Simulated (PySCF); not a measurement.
Compound: [CuF3Cl]2- (charge -2 and doublet state).
SMILES: `[F][Cu-2]([F])([F])[Cl]`

Method: PBE0-D3(BJ)/def2-SVP geometry optimisation, gas phase in PySCF 2.14.0.

Take the most abundant isotopes and a rigid rotor. 

Task: What are A, B and C (MHz)?

Result: Ia = 169.17, Ib = 286.70, Ic = 349.35 u·Å²; 505379 MHz·u·Å²/I gives A = 2987, B = 1763, C = 1447 MHz.

Task: What kind of rotor is it?

Result: An asymmetric top: κ = (2 × 1763 − 2987 − 1447)/(2987 − 1447) = -0.59.

Task: Is it planar, by Δ = Ic − Ia − Ib?

Result: Not planar: Δ = Ic − Ia − Ib = -106.51 u·Å². For a rigid frame Δ = −2 Σ m c², so Σ m c² = 53.26 u·Å² lies off the ab plane. The atom farthest from that plane is 1.21 Å away.

Task: Give the other two planar moments, Paa and Pbb, and the rms extents of the mass along the axes.

Result: Paa = Σ m a² = (Ib + Ic − Ia)/2 = 233.44 and Pbb = Σ m b² = (Ia + Ic − Ib)/2 = 115.91 u·Å². With the mass M = 154.89 u, the rms extents √(P/M) along a, b and c are 1.23, 0.87, 0.59 Å.

Task: Where do the levels up to J = 4 lie, in MHz?

Result: Above 0(0,0):
J = 1: 1(0,1) 3209, 1(1,1) 4434, 1(1,0) 4750
J = 2: 2(0,2) 9574, 2(1,2) 10537, 2(1,1) 11485, 2(2,1) 15159, 2(2,0) 15213
J = 3: 3(0,3) 18997, 3(1,3) 19659, 3(1,2) 21551, 3(2,2) 24787, 3(2,1) 25046, 3(3,1) 31732, 3(3,0) 31738
J = 4: 4(0,4) 31371, 4(1,4) 31773, 4(1,3) 34894, 4(2,3) 37583, 4(2,2) 38305, 4(3,2) 44662, 4(3,1) 44702, 4(4,1) 54259, 4(4,0) 54260
The levels of one J sum to (2J + 1)J(J + 1)(A + B + C)/3.

Task: Which types of transition are allowed, and where do some lines up to J = 3 fall?

Result: The dipole components (about the centre of mass, as the species is charged) are |μa| = 0.54 D, |μb| = 0.00 D, |μc| = 0.53 D; the mirror of this Cs structure is the ac plane, so μb vanishes by symmetry and there are no b-type lines. Intensities carry the squares of the components, which stand as 1.00 : 0.99 (a : c). Some lines, for components of 0.1 D or more:

```json
{"type": "a", "branch": "Q", "J(Ka,Kc)": "1(1,0) ← 1(1,1)", "MHz": "316", "lower level (cm⁻¹)": "0.148"}
{"type": "c", "branch": "Q", "J(Ka,Kc)": "3(1,3) ← 3(0,3)", "MHz": "662", "lower level (cm⁻¹)": "0.634"}
{"type": "a", "branch": "Q", "J(Ka,Kc)": "2(1,1) ← 2(1,2)", "MHz": "948", "lower level (cm⁻¹)": "0.351"}
{"type": "c", "branch": "Q", "J(Ka,Kc)": "1(1,1) ← 1(0,1)", "MHz": "1225", "lower level (cm⁻¹)": "0.107"}
{"type": "a", "branch": "Q", "J(Ka,Kc)": "3(1,2) ← 3(1,3)", "MHz": "1891", "lower level (cm⁻¹)": "0.656"}
{"type": "a", "branch": "R", "J(Ka,Kc)": "1(0,1) ← 0(0,0)", "MHz": "3209", "lower level (cm⁻¹)": "0.000"}
{"type": "c", "branch": "Q", "J(Ka,Kc)": "3(2,2) ← 3(1,2)", "MHz": "3237", "lower level (cm⁻¹)": "0.719"}
{"type": "c", "branch": "Q", "J(Ka,Kc)": "2(2,1) ← 2(1,1)", "MHz": "3674", "lower level (cm⁻¹)": "0.383"}
{"type": "c", "branch": "R", "J(Ka,Kc)": "1(1,0) ← 0(0,0)", "MHz": "4750", "lower level (cm⁻¹)": "0.000"}
{"type": "a", "branch": "R", "J(Ka,Kc)": "2(1,2) ← 1(1,1)", "MHz": "6103", "lower level (cm⁻¹)": "0.148"}
{"type": "a", "branch": "R", "J(Ka,Kc)": "2(0,2) ← 1(0,1)", "MHz": "6365", "lower level (cm⁻¹)": "0.107"}
{"type": "c", "branch": "Q", "J(Ka,Kc)": "3(3,1) ← 3(2,1)", "MHz": "6686", "lower level (cm⁻¹)": "0.835"}
{"type": "a", "branch": "R", "J(Ka,Kc)": "2(1,1) ← 1(1,0)", "MHz": "6735", "lower level (cm⁻¹)": "0.158"}
{"type": "c", "branch": "R", "J(Ka,Kc)": "2(1,1) ← 1(0,1)", "MHz": "8276", "lower level (cm⁻¹)": "0.107"}
{"type": "a", "branch": "R", "J(Ka,Kc)": "3(1,3) ← 2(1,2)", "MHz": "9123", "lower level (cm⁻¹)": "0.351"}
{"type": "a", "branch": "R", "J(Ka,Kc)": "3(2,2) ← 2(2,1)", "MHz": "9628", "lower level (cm⁻¹)": "0.506"}
{"type": "a", "branch": "R", "J(Ka,Kc)": "3(2,1) ← 2(2,0)", "MHz": "9833", "lower level (cm⁻¹)": "0.507"}
{"type": "a", "branch": "R", "J(Ka,Kc)": "3(1,2) ← 2(1,1)", "MHz": "10065", "lower level (cm⁻¹)": "0.383"}
{"type": "c", "branch": "R", "J(Ka,Kc)": "2(2,0) ← 1(1,0)", "MHz": "10463", "lower level (cm⁻¹)": "0.158"}
{"type": "c", "branch": "R", "J(Ka,Kc)": "3(1,2) ← 2(0,2)", "MHz": "11976", "lower level (cm⁻¹)": "0.319"}
{"type": "c", "branch": "R", "J(Ka,Kc)": "3(2,1) ← 2(1,1)", "MHz": "13561", "lower level (cm⁻¹)": "0.383"}
{"type": "c", "branch": "R", "J(Ka,Kc)": "3(2,2) ← 2(1,2)", "MHz": "14251", "lower level (cm⁻¹)": "0.351"}
{"type": "c", "branch": "R", "J(Ka,Kc)": "3(3,0) ← 2(2,0)", "MHz": "16525", "lower level (cm⁻¹)": "0.507"}
{"type": "c", "branch": "R", "J(Ka,Kc)": "3(3,1) ← 2(2,1)", "MHz": "16573", "lower level (cm⁻¹)": "0.506"}
```

Task: Estimate the classical rotational partition function at 10 K, 25 K and 298.15 K.

Result: Point group Cs, symmetry number σ = 1; q = (√π/σ)·√((kT/h)³/(ABC)), k/h = 20836.6 MHz/K: 1930 at 10 K, 7630 at 25 K, 314000 at 298.15 K.

For this open shell read J as N, the rotation without spin; fine and hyperfine splittings come on top. Whether it is a minimum is left open (no frequencies). ⟨S²⟩ = 0.752 (exact for a doublet: 0.75). Whether so highly charged an anion holds all its electrons in the gas phase wasn't checked; a finite basis holds them in any case. No counter-ion or solvent screens the charge of this multiply charged ion. The geometry's basis has no diffuse functions, a weakness for an anion. Constants of a rigid frame at the computed geometry: no zero-point averaging, no centrifugal distortion. Quadrupole hyperfine structure (35Cl) is left out.

On Arm Neoverse V1, one thread (shared host), this took 53 s. These figures are those of the optimisation.

For an open-shell metal species like this, the optimisation's SCF solution wasn't tested for stability and no frequencies at its level were run, so a lower state or another shape may exist.
